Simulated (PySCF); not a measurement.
Coordinates in bohr (charge 0 multiplicity 1):
```
N     0.0000    0.0000   -2.5129
Nb    2.7003    0.0000    0.1265
Nb   -1.3502    2.3385    0.1265
Nb   -1.3501   -2.3385    0.1265
```

Computed with B3LYP/[N def2-SVP, Nb def2-SVP with ECP28], scalar-relativistic core potentials, density fitting, no spin–orbit coupling, PySCF.

This geometry of Nb3N is a stationary point at this level.

Problem. What is the point group?

Solution. C3v.

Problem. Is it a minimum?

Solution. No: it has 2 imaginary modes (one degenerate set), at 379i cm⁻¹ (e).

Problem. What are the dipole moment and the gap between the highest occupied and lowest empty levels?

Solution. 0.13 D and 1.08 eV.

Problem. Give the atomic charges and bond orders.

Solution. 
| atom | Mulliken | Löwdin | polar tensor | Mayer order to N1 |
| --- | --- | --- | --- | --- |
| N1 | -0.50 | -0.02 | 0.14 | – |
| Nb2,3,4 | 0.17 | 0.01 | -0.05 | 1.04 |
Other Mayer orders above 0.3: Nb–Nb 2.15 (×3).

Stability towards spin polarisation was not tested. This need not be the most stable arrangement of these atoms. At this level a singlet minimum of Cs symmetry lies 127 kJ/mol below this structure. The small gap makes a closed-shell description doubtful.
